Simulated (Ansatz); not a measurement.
Ansatz (a quantum-chemistry and plane-wave program) input file for B(CCH)(Me)2 (C₄H₇B), SMILES B(C)(C)C#C, B3LYP-D3(BJ)/def2-SVP. 

Ansatz 0.2 input:
```yaml
crystal:
  periodic: [false, false, false]
  atoms:
    - {symbol: B, position_ang: [0.34153901, 0.18792341, 0.03048958]}
    - {symbol: C, position_ang: [-0.97812125, -0.53388814, -0.09026164]}
    - {symbol: C, position_ang: [-2.03082720, -1.11254535, -0.18973853]}
    - {symbol: H, position_ang: [-2.95172272, -1.61422913, -0.27528849]}
    - {symbol: C, position_ang: [0.51509380, 1.60143022, -0.64909386]}
    - {symbol: H, position_ang: [1.54638550, 1.82374194, -0.91419188]}
    - {symbol: H, position_ang: [0.20506512, 2.36637733, 0.06447938]}
    - {symbol: H, position_ang: [-0.10536873, 1.73528208, -1.53256939]}
    - {symbol: C, position_ang: [1.51716998, -0.48877241, 0.83692001]}
    - {symbol: H, position_ang: [2.28902839, 0.21139659, 1.14746260]}
    - {symbol: H, position_ang: [1.99871809, -1.22889050, 0.19615577]}
    - {symbol: H, position_ang: [1.17030718, -1.03064126, 1.71454825]}
basis:
  gaussian:
    orbitals: def2-SVP
hamiltonian:
  xc: b3lyp
  dispersion: d3bj
relax: {f_tol: 0.002, max_steps: 200}
```

Log of the run:

```
WARN ansatz: RAYON_NUM_THREADS=1 ignored (pool sized by the plan → 1); use --threads N
Functional definition: B3LYP
integrals: 0.06 GiB planned
1209 factors; integrals over basis functions are off by at most 2.7e-4 eV
mean field: 0.39 GiB planned
mean field evaluation 1: about -4922.8564 eV, gradient 6.6e1 eV
mean field evaluation 2: about -4920.2081 eV, gradient 7.1e1 eV
mean field evaluation 4: about -4933.7412 eV, gradient 4.4e0 eV
mean field evaluation 8: about -4933.8191 eV, gradient 5.5e-2 eV
mean field evaluation 16: about -4933.8191 eV, gradient 2.4e-5 eV
mean field -4933.81910274 eV, -181.3145077630 hartree, gradient 2.4e-5 eV, S^2 0.000000; 0 other end points of the search recorded, 0 dependent functions left out
the calculation of the forces begins
reference -4933.81934972 eV, -181.3145168394 hartree; 18, 18 occupied and 87, 87 virtual orbitals, 1209 factors
relax step   1: F+E_penalty+E_count = -4934.19053798 eV  Δ(F+E_penalty+E_count) = +0.000e0 eV  max|allowed force component| = 8.187e-1 eV/Å  Δτ_max = 0.0000 Å  (26 SCF iters, accepted)
these checks for a lower state are left out or cut short: starts, cluster_reference, orbital_swaps, neighbouring_geometries, increment
integrals: 0.06 GiB planned
1209 factors; integrals over basis functions are off by at most 2.9e-4 eV
mean field: 0.39 GiB planned
mean field -4933.87485389 eV, -181.3165565800 hartree, gradient 2.5e-5 eV, S^2 0.000000; 0 other end points of the search recorded, 0 dependent functions left out
the calculation of the forces begins
reference -4933.87510207 eV, -181.3165657005 hartree; 18, 18 occupied and 87, 87 virtual orbitals, 1209 factors
relax step   2: F+E_penalty+E_count = -4934.24476192 eV  Δ(F+E_penalty+E_count) = -5.422e-2 eV  max|allowed force component| = 2.559e-1 eV/Å  Δτ_max = 0.0389 Å  (30 SCF iters, accepted)
these checks for a lower state are left out or cut short: starts, cluster_reference, orbital_swaps, neighbouring_geometries, increment
integrals: 0.06 GiB planned
1209 factors; integrals over basis functions are off by at most 3.0e-4 eV
mean field: 0.39 GiB planned
mean field -4933.88007965 eV, -181.3167486232 hartree, gradient 2.3e-5 eV, S^2 0.000000; 0 other end points of the search recorded, 0 dependent functions left out
the calculation of the forces begins
reference -4933.88032798 eV, -181.3167577492 hartree; 18, 18 occupied and 87, 87 virtual orbitals, 1209 factors
relax step   3: F+E_penalty+E_count = -4934.24963235 eV  Δ(F+E_penalty+E_count) = -4.870e-3 eV  max|allowed force component| = 4.812e-2 eV/Å  Δτ_max = 0.0146 Å  (30 SCF iters, accepted)
these checks for a lower state are left out or cut short: starts, cluster_reference, orbital_swaps, neighbouring_geometries, increment
integrals: 0.06 GiB planned
1209 factors; integrals over basis functions are off by at most 3.0e-4 eV
mean field: 0.39 GiB planned
mean field evaluation 32: about -4933.8479 eV, gradient 5.3e-3 eV
mean field -4933.88057121 eV, -181.3167666875 hartree, gradient 2.3e-5 eV, S^2 0.000000; 0 other end points of the search recorded, 0 dependent functions left out
the calculation of the forces begins
reference -4933.88081946 eV, -181.3167758105 hartree; 18, 18 occupied and 87, 87 virtual orbitals, 1209 factors
relax step   4: F+E_penalty+E_count = -4934.25038311 eV  Δ(F+E_penalty+E_count) = -7.508e-4 eV  max|allowed force component| = 7.986e-3 eV/Å  Δτ_max = 0.0392 Å  (29 SCF iters, accepted)
these checks for a lower state are left out or cut short: starts, cluster_reference, orbital_swaps, neighbouring_geometries, increment
integrals: 0.06 GiB planned
1209 factors; integrals over basis functions are off by at most 3.0e-4 eV
mean field: 0.39 GiB planned
mean field -4933.88076987 eV, -181.3167739883 hartree, gradient 2.4e-5 eV, S^2 0.000000; 0 other end points of the search recorded, 0 dependent functions left out
the calculation of the forces begins
reference -4933.88101826 eV, -181.3167831165 hartree; 18, 18 occupied and 87, 87 virtual orbitals, 1209 factors
relax step   5: F+E_penalty+E_count = -4934.25054515 eV  Δ(F+E_penalty+E_count) = -1.620e-4 eV  max|allowed force component| = 1.640e-2 eV/Å  Δτ_max = 0.0215 Å  (30 SCF iters, accepted)
these checks for a lower state are left out or cut short: starts, cluster_reference, orbital_swaps, neighbouring_geometries, increment
integrals: 0.06 GiB planned
1209 factors; integrals over basis functions are off by at most 3.0e-4 eV
mean field: 0.39 GiB planned
mean field -4933.88087664 eV, -181.3167779120 hartree, gradient 2.4e-5 eV, S^2 0.000000; 0 other end points of the search recorded, 0 dependent functions left out
the calculation of the forces begins
reference -4933.88112528 eV, -181.3167870494 hartree; 18, 18 occupied and 87, 87 virtual orbitals, 1209 factors
relax step   6: F+E_penalty+E_count = -4934.25063097 eV  Δ(F+E_penalty+E_count) = -8.581e-5 eV  max|allowed force component| = 3.705e-2 eV/Å  Δτ_max = 0.0472 Å  (29 SCF iters, accepted)
these checks for a lower state are left out or cut short: starts, cluster_reference, orbital_swaps, neighbouring_geometries, increment
integrals: 0.06 GiB planned
1209 factors; integrals over basis functions are off by at most 3.0e-4 eV
mean field: 0.39 GiB planned
mean field -4933.88092363 eV, -181.3167796388 hartree, gradient 1.5e-5 eV, S^2 0.000000; 0 other end points of the search recorded, 0 dependent functions left out
the calculation of the forces begins
reference -4933.88117223 eV, -181.3167887746 hartree; 18, 18 occupied and 87, 87 virtual orbitals, 1209 factors
relax step   7: F+E_penalty+E_count = -4934.25070075 eV  Δ(F+E_penalty+E_count) = -6.978e-5 eV  max|allowed force component| = 1.351e-2 eV/Å  Δτ_max = 0.0063 Å  (23 SCF iters, accepted)
these checks for a lower state are left out or cut short: starts, cluster_reference, orbital_swaps, neighbouring_geometries, increment
integrals: 0.06 GiB planned
1209 factors; integrals over basis functions are off by at most 3.0e-4 eV
mean field: 0.39 GiB planned
mean field -4933.88095054 eV, -181.3167806276 hartree, gradient 1.4e-5 eV, S^2 0.000000; 0 other end points of the search recorded, 0 dependent functions left out
the calculation of the forces begins
reference -4933.88119914 eV, -181.3167897636 hartree; 18, 18 occupied and 87, 87 virtual orbitals, 1209 factors
relax step   8: F+E_penalty+E_count = -4934.25072964 eV  Δ(F+E_penalty+E_count) = -2.889e-5 eV  max|allowed force component| = 1.321e-3 eV/Å  Δτ_max = 0.0050 Å  (22 SCF iters, accepted)
these checks for a lower state are left out or cut short: starts, cluster_reference, orbital_swaps, neighbouring_geometries, increment
integrals: 0.06 GiB planned
1209 factors; integrals over basis functions are off by at most 3.0e-4 eV
mean field: 0.39 GiB planned
mean field evaluation 64: about -4933.8480 eV, gradient 4.5e-1 eV
mean field -4933.88095470 eV, -181.3167807806 hartree, gradient 2.1e-5 eV, S^2 0.000000; 0 other end points of the search recorded, 0 dependent functions left out
the calculation of the forces begins
reference -4933.88120333 eV, -181.3167899177 hartree; 18, 18 occupied and 87, 87 virtual orbitals, 1209 factors
relax step   9: F+E_penalty+E_count = -4934.25074405 eV  Δ(F+E_penalty+E_count) = -1.441e-5 eV  max|allowed force component| = 5.719e-3 eV/Å  Δτ_max = 0.0117 Å  (22 SCF iters, accepted)
these checks for a lower state are left out or cut short: starts, cluster_reference, orbital_swaps, neighbouring_geometries, increment
integrals: 0.06 GiB planned
1209 factors; integrals over basis functions are off by at most 3.0e-4 eV
mean field: 0.39 GiB planned
mean field -4933.88095399 eV, -181.3167807545 hartree, gradient 2.2e-5 eV, S^2 0.000000; 0 other end points of the search recorded, 0 dependent functions left out
the calculation of the forces begins
reference -4933.88120265 eV, -181.3167898924 hartree; 18, 18 occupied and 87, 87 virtual orbitals, 1209 factors
relax step  10: F+E_penalty+E_count = -4934.25074824 eV  Δ(F+E_penalty+E_count) = -4.184e-6 eV  max|allowed force component| = 7.787e-3 eV/Å  Δτ_max = 0.0117 Å  (22 SCF iters, accepted)
these checks for a lower state are left out or cut short: starts, cluster_reference, orbital_swaps, neighbouring_geometries, increment
integrals: 0.06 GiB planned
1209 factors; integrals over basis functions are off by at most 3.0e-4 eV
mean field: 0.39 GiB planned
mean field -4933.88096586 eV, -181.3167811906 hartree, gradient 4.5e-5 eV, S^2 0.000000; 0 other end points of the search recorded, 0 dependent functions left out
the calculation of the forces begins
reference -4933.88121449 eV, -181.3167903277 hartree; 18, 18 occupied and 87, 87 virtual orbitals, 1209 factors
relax step  11: F+E_penalty+E_count = -4934.25075349 eV  Δ(F+E_penalty+E_count) = -5.254e-6 eV  max|allowed force component| = 2.030e-3 eV/Å  Δτ_max = 0.0027 Å  (20 SCF iters, accepted)
these checks for a lower state are left out or cut short: starts, cluster_reference, orbital_swaps, neighbouring_geometries, increment
integrals: 0.06 GiB planned
1209 factors; integrals over basis functions are off by at most 3.0e-4 eV
mean field: 0.39 GiB planned
mean field -4933.88096966 eV, -181.3167813303 hartree, gradient 2.4e-5 eV, S^2 0.000000; 0 other end points of the search recorded, 0 dependent functions left out
the calculation of the forces begins
reference -4933.88121828 eV, -181.3167904668 hartree; 18, 18 occupied and 87, 87 virtual orbitals, 1209 factors
relax step  12: F+E_penalty+E_count = -4934.25075488 eV  Δ(F+E_penalty+E_count) = -1.384e-6 eV  max|allowed force component| = 1.361e-3 eV/Å  Δτ_max = 0.0017 Å  (20 SCF iters, accepted)
these checks for a lower state are left out or cut short: starts, cluster_reference, orbital_swaps, neighbouring_geometries, increment
integrals: 0.06 GiB planned
1209 factors; integrals over basis functions are off by at most 3.0e-4 eV
mean field: 0.39 GiB planned
mean field -4933.88097279 eV, -181.3167814455 hartree, gradient 4.2e-5 eV, S^2 0.000000; 0 other end points of the search recorded, 0 dependent functions left out
the calculation of the forces begins
reference -4933.88122139 eV, -181.3167905812 hartree; 18, 18 occupied and 87, 87 virtual orbitals, 1209 factors
relax step  13: F+E_penalty+E_count = -4934.25075578 eV  Δ(F+E_penalty+E_count) = -8.988e-7 eV  max|allowed force component| = 7.142e-4 eV/Å  Δτ_max = 0.0030 Å  (20 SCF iters, accepted)
integrals: 0.06 GiB planned
1209 factors; integrals over basis functions are off by at most 3.0e-4 eV
mean field: 0.39 GiB planned
mean field evaluation 96: about -4933.8808 eV, gradient 2.3e-1 eV
mean field -4933.88097279 eV, -181.3167814455 hartree, gradient 4.2e-5 eV, S^2 0.000000; 1 other end points of the search recorded, 0 dependent functions left out
the calculation of the forces begins
reference -4933.88122139 eV, -181.3167905812 hartree; 18, 18 occupied and 87, 87 virtual orbitals, 1209 factors
Total energy: -4934.25100437 eV, -181.3303798552 hartree
Atom 0 at     0.347891     0.189341     0.032814 Å, force     0.000369    -0.000288    -0.000454 eV/Å
Atom 1 at    -0.997621    -0.534644    -0.079493 Å, force     0.000439    -0.000378     0.000249 eV/Å
Atom 2 at    -2.068918    -1.111359    -0.168925 Å, force    -0.000349     0.000714    -0.000146 eV/Å
Atom 3 at    -3.012655    -1.619082    -0.247796 Å, force     0.000163    -0.000280     0.000072 eV/Å
Atom 4 at     0.537186     1.580396    -0.677238 Å, force    -0.000448     0.000435     0.000128 eV/Å
Atom 5 at     1.588061     1.809329    -0.915889 Å, force     0.000024    -0.000147     0.000047 eV/Å
Atom 6 at     0.213770     2.342860     0.061217 Å, force     0.000051    -0.000040    -0.000177 eV/Å
Atom 7 at    -0.092261     1.726398    -1.567870 Å, force     0.000042     0.000061    -0.000023 eV/Å
Atom 8 at     1.513797    -0.472639     0.855947 Å, force    -0.000072    -0.000017     0.000449 eV/Å
Atom 9 at     2.244016     0.256209     1.242303 Å, force    -0.000204    -0.000118    -0.000064 eV/Å
Atom 10 at     2.065464    -1.113004     0.137031 Å, force    -0.000201     0.000080    -0.000052 eV/Å
Atom 11 at     1.178538    -1.136622     1.666810 Å, force     0.000186    -0.000023    -0.000030 eV/Å
Dipole moment:    -0.002792    -0.001497    -0.000226 e Å
```

Self-consistency was reached.

Cost: around 70 core-seconds (rough).
